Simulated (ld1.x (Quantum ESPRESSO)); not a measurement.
**What one change does to a pseudopotential (Ca, RRKJ)**

| Quantity | Value |
| --- | --- |
| Element | Ca |
| Generator | ld1.x (Quantum ESPRESSO) 7.5 |
| Type | norm-conserving RRKJ (Kleinman–Bylander form) |
| Functional | LDA (PZ) |
| Relativity | scalar-relativistic |
| Frozen core | [Ar] |
| Valence charge | 2 |
| Reference configuration | 3d0.5 4s1.5 4p0 |
| Partial waves | 4p (bound, empty): rc 3.05 bohr; 3d (bound): rc 2.35 bohr; 4s (bound): rc 2.60 bohr |
| Local potential | the s channel |
| Core correction | a·sin(br)/r model core inside 1.90 bohr |
| rho0 | 0.001 |

Change: all radii but the core radius scaled by about 1.39 (s 3.62, p 4.24, d 3.28 bohr).

Cutoffs: the cutoffs (Ry, on a coarse ladder) from which the occupation-weighted sum of valence levels, in a spherical-Bessel basis at the reference potential, stays within 10 and 1 mRy of its value at 400 Ry; they do not see the model core or the augmentation charge, which bear on the density cutoff. Errors are all-electron minus pseudo energies relative to the spin-unpolarised reference configuration.

Problem. Predict the effect on cutoff, ghosts and configuration errors.

Solution. The potential gets softer (21 Ry and 30 Ry → 12 Ry and 15 Ry); of the 9 tests that both files solve, the error grows in 4 and shrinks in 5 by more than 15 % and 0.3 meV (median size 24.1 → 25.6 meV); neither file shows a bound ghost. A larger radius leaves more room for a smooth pseudo-wave, so fewer plane waves are needed.

```tsv
quantity	base	changed
cutoff, loose	21 Ry	12 Ry
cutoff, tight	30 Ry	15 Ry
loose cutoff by channel (10 mRy a level)	d 25 Ry, s 6 Ry	d 15 Ry, s 6 Ry
bound ghosts	none	none
error for 3d0 4s2 4p0, meV [ΔE -1.02 eV]	-15	+26
error for 3d0 4s1 4p0, meV [ΔE 5.44 eV]	-24	+28
error for 3d0 4s1.5 4p0, meV [ΔE 1.54 eV]	-16	+28
error for 3d1 4s1 4p0, meV [ΔE 1.22 eV]	-11	+7.6
error for 3d0 4s1 4p1, meV [ΔE 1.47 eV]	-33	+4.6
error for 3d0 4s0 4p1, meV [ΔE 8.56 eV]	-72	-41
error for 3d0 4s0 4p2, meV [ΔE 4.09 eV]	-68	-48
error for 3d0.5 4s1.5 4p0 (spin-polarised), meV [ΔE -0.10 eV]	+9.8	+13
error for 3d0 4s1 4p0 (spin-polarised), meV [ΔE 5.23 eV]	-31	+21
```
